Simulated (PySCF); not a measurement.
Species: C2H7NOSi.
Numbering: `[CH3:1][C:2](=[O:3])[NH:4][SiH3:5]`

Computed with delta-SCF UKS SCAN, pcX-2 on the ionised atom, pcseg-1 elsewhere, spin-free X2C in PySCF. Each binding energy is the total energy of the core-ionised species, with the hole localised on one atom, minus that of the ground state; both are solved self-consistently, so orbital relaxation is included.

Some binding energies are withheld.

```tsv
atom(s)	bonded to	level	binding energy (eV)
C1	C and 3 H	C 1s	?
C2	O (double bond), N and C	C 1s	?
N4	C, H and Si	N 1s	405.29
O3	C (double bond)	O 1s	?
Si5	N and 3 H	Si 1s	1846.94
Si5	N and 3 H	Si 2p3/2	107.14
```

(1) What is the O 1s binding energy of O3?

(2) Fill in C 1s for C2.

(3) Fill in C 1s for C1.

## Answers

(1) 537.02 eV (amide oxygen).

(2) 293.76 eV (amide carbonyl carbon).

(3) 291.19 eV (methyl carbon next to a carbonyl).

Lowest listed C 1s: C1, bonded to C and 3 H. Highest, 2.57 eV above it: C2, bonded to O (double bond), N and C. Summing the Pauling electronegativity differences to the bonded atoms, each weighted by its formal bond order, gives -1.05 for the lowest site and +2.27 for the highest.

Q: Which photon wavelength matches the Si 2p3/2 of Si5 threshold?

A: λ = hc/E = 12398.42 eV Å / 107.14 eV = 115.722 Å.

Spin–orbit and ligand-field terms were added within each 2p shell after the spin-free SCF. 2p1/2 minus 2p3/2 (ligand field included): Si 0.62 eV. One conformer (not necessarily the lowest) at the GFN2-xTB geometry, without solvent, vibrations or thermal averaging.

The values belong to the conformer `[CH3:1][C:2](=[O:3])[NH:4][SiH3:5]`: C1–C2–N4–Si5 -179°.
